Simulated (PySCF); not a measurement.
Two species compared at the same levels of theory.

First species: C5H10NP.
InChI=1S/C5H10NP/c1-5-3-2-4-7(5)6/h3H,2,4,6H2,1H3

Second species: C₃H₁₀PSi (charge +1).
InChI=1S/C3H9PSi/c5-3-1-2-4-3/h3-4H,1-2H2,5H3/p+1/t3-/m1/s1

Levels: CAM-B3LYP/def2-SVPD for HOMO energy, LUMO energy, HOMO–LUMO gap and static isotropic polarisability; TDDFT CAM-B3LYP/def2-SVPD for lowest singlet excitation; TDA CAM-B3LYP/def2-SVPD for lowest triplet excitation (Tamm–Dancoff). Geometries: GFN2-xTB. All species are isolated and taken at one optimised geometry, non-relativistic unless stated. Electronic properties by PySCF.

Question: Which of the two has the higher LUMO energy, and by how much?

Answer: The first: 1.06 eV against -4.44 eV, a difference of 5.50 eV.

Question: Which has the higher S1 energy?

Answer: The second: 6.84 eV against 5.64 eV, a difference of 1.20 eV.

Question: Which of the two has the higher T1 energy, and by how much?

Answer: The second: 6.40 eV against 4.20 eV, a difference of 2.20 eV.

Question: Which of the two has the higher HOMO energy, and by how much?

Answer: The first: -7.83 eV against -14.67 eV, a difference of 6.84 eV.

Question: Which of the two has the higher static isotropic polarisability, and by how much?

Answer: The first: 89.3 au against 75.2 au, a difference of 14.1 au.

Question: Which has the higher HOMO–LUMO gap?

Answer: The second: 10.23 eV against 8.89 eV, a difference of 1.34 eV.

On the first: S1 lies 3.25 eV below the HOMO–LUMO gap; its leading configuration is HOMO→LUMO, weight 0.66. The polarisability is 13.23 Å³ as a volume (1 au = 0.148185 Å³), or 1.44 au for each of the 62 electrons.

On the second: No computed singlet falls in the visible range (750 to 380 nm, 1.65 to 3.26 eV); S1 lies 3.58 eV above its blue end. The polarisability is 11.15 Å³ as a volume (1 au = 0.148185 Å³), or 1.34 au for each of the 56 electrons.

One conformer stands for the species.
